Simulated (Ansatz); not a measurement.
`[SiH3][O][InH][Cl]` at its PBE0-D4/def2-TZVP geometry, where that method's forces vanish. Charge 0, multiplicity 1. In takes the def2 core potential.

```
atom   x (Å)   y (Å)   z (Å)
 Si1  -1.099  -0.078   0.921
  O2   0.351   0.553   0.508
 In3   1.603   0.346  -0.991
 Cl4   0.761  -1.188  -2.514
  H5  -2.139   0.230  -0.100
  H6  -1.026  -1.558   1.075
  H7  -1.517   0.515   2.220
  H8   3.065   1.178  -1.119
```

For each bond, give half the difference of the two atoms' forces along it (eV/Å; positive pushes the atoms apart) under PBE-D4, r2SCAN-D4, B3LYP-D4, ωB97M-V in def2-TZVPP. (An estimate is asked.)

Computed: 
```csv
bond,length (Å),PBE-D4,r2SCAN-D4,B3LYP-D4,ωB97M-V
Si1–O2,1.634,0.34,0.05,0.09,0.13
Si1–H5,1.490,-0.01,-0.04,-0.09,-0.12
Si1–H6,1.490,-0.01,-0.04,-0.09,-0.12
Si1–H7,1.487,0.04,-0.02,-0.10,-0.15
O2–In3,1.965,0.18,0.09,0.17,0.04
In3–Cl4,2.320,0.17,0.07,0.25,0.01
In3–H8,1.687,-0.08,-0.11,-0.13,-0.12
```

B3LYP here is the variant with VWN-RPA as its local correlation; programs differ in this.
